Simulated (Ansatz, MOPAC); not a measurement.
System: H3BPO2, charge -1, multiplicity 1. SMILES: B(O)([PH-])O

Atoms: O1, B2, O3, P4, H5, H6, H7. Bonds: O1-B2, O1-H5, B2-O3, B2-P4, O3-H6, P4-H7.

Bond lengths (Å) and angles (degrees) optimised at PM3 with MOPAC; HF/3-21G with Ansatz (a quantum-chemistry and plane-wave program); MP2/6-31G* with Ansatz, each started from the B3LYP-D3(BJ)/def2-TZVP structure (Ansatz) of the last column. A row stands for all coordinates that are equal there; 9 of 12 kinds are shown. 6-31G* holds six Cartesian d functions. No wavenumbers were computed at MP2/6-31G*, so these may be saddle points.

| coordinate | PM3 | HF/3-21G | MP2/6-31G* | B3LYP-D3(BJ)/def2-TZVP |
|---|---|---|---|---|
| O1-B2 | 1.392 | 1.412 | 1.414 | 1.405 |
| O1-H5 | 0.949 | 0.967 | 0.973 | 0.965 |
| B2-O3 | 1.405 | 1.425 | 1.429 | 1.423 |
| B2-P4 | 1.825 | 1.891 | 1.862 | 1.864 |
| O3-H6 | 0.944 | 0.963 | 0.970 | 0.961 |
| P4-H7 | 1.375 | 1.443 | 1.427 | 1.427 |
| O1-B2-O3 | 102.3 | 110.6 | 110.4 | 111.1 |
| O1-B2-P4 | 129.6 | 128.2 | 127.7 | 127.8 |
| O3-B2-P4 | 128.1 | 121.2 | 121.8 | 121.2 |

Mean signed difference of all 6 bond lengths from B3LYP-D3(BJ)/def2-TZVP: PM3 -0.026 Å, HF/3-21G 0.009 Å, MP2/6-31G* 0.005 Å.
